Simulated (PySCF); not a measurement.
How methods differ on the ionisation energy of Tb⁺

Tb⁺ [Xe] 4f9 6s1 [4f5/2^6 4f7/2^3 6s1/2^1, M_J = 8] → Tb²⁺ [Xe] 4f9 [4f5/2^6 4f7/2^3, M_J = 15/2], as a difference of total energies. All numbers are calculated (PySCF 2.14, the two-component X2C-1e Hamiltonian, in x2c-TZVPall-2c (11s11p10d4f1g, 131 functions)). Correlated levels: [Ar] 3d10 frozen; the 18 highest virtual spinors dropped. "Screened" scales the spin-orbit matrix elements by Boettger's factors to mimic the two-electron term; Breit and QED terms are absent.

| method | ionisation energy (eV) | difference from reference (eV) |
| --- | --- | --- |
| GHF (spin-free) | 10.695 | -0.818 |
| GMP2 (spin-free) | 11.529 | +0.016 |
| GHF (screened spin-orbit) | 10.697 | -0.816 |
| GMP2 (screened spin-orbit) | 11.528 | +0.015 |

Reference: 11.513 ± 0.02 eV (semi-empirical (NIST evaluation); NIST Atomic Spectra Database, ionization energies).

The spin-free rows relax to the high-spin LS determinant and lack the spin-orbit shift.

The labels give the starting determinants; with spin-orbit coupling the two ends relaxed to ⟨J²⟩ = 72.02, ⟨L²⟩ = 30.55, ⟨S²⟩ = 11.85 and ⟨J²⟩ = 63.77, ⟨L²⟩ = 30.56, ⟨S²⟩ = 8.64.
